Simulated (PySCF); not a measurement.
## A search over the determinants of BaH

Unrestricted PBE0; basis Ba x2c-SVPall, H x2c-SVPall; spin-free X2C with a Gaussian nucleus; PySCF 2.14. Outer shells of the fragments: Ba 6s2; H 1s1.

Followed along the bond (rough minima from three points):

| 2Ms+1 | unpaired | ⟨S²⟩ at the start | R at minimum (Å) | Te (eV) |
| --- | --- | --- | --- | --- |
| 2 | σ ↑ | 0.75 | 2.22 | 0.00 |
| 2 | π ↑ | 0.75 | 2.24 | 1.19 |
| 2 | δ ↑ | 0.75 | 2.26 | 1.25 |
| 4 | σ ↑↑, π ↑ | 3.75 | none in the scan | ≤ 3.45 |

Solutions found at the starting distance of 2.105 Å, counted from the lowest of them; the search is not exhaustive and high or unbound solutions are not listed, so other states can lie among these:

| 2Ms+1 | unpaired | term | E (eV) | ⟨S²⟩ | ⟨Lz²⟩ | μ (D) |
| --- | --- | --- | --- | --- | --- | --- |
| 2 | σ ↑ | ²Σ⁺ | 0.00 | 0.75 | 0.00 | -3.01 |
| 2 | π ↑ | ²Π | 1.20 | 0.75 | 1.00 | -0.98 |
| 2 | δ ↑ | ²Δ | 1.28 | 0.75 | 4.00 | -5.73 |
| 4 | σ ↑↑, π ↑ | ⁴Π | 3.77 | 3.75 | 1.00 | -0.99 |
| 4 | σ ↑↑, δ ↑ | ⁴Δ | 3.98 | 3.75 | 4.00 | 1.02 |
| 4 | σ ↑↑↑ | ⁴Σ⁺ | 4.14 | 3.75 | 0.00 | 5.20 |

A term symbol is given only where ⟨S²⟩ and ⟨Lz²⟩ are close to those of a pure state; real π, δ and φ orbitals otherwise mix terms. A positive dipole means Ba(−)H(+).

Spin–orbit coupling is left out. Counting both spins, an empty level lies below a filled one in some of these solutions, because spin and occupation are held.
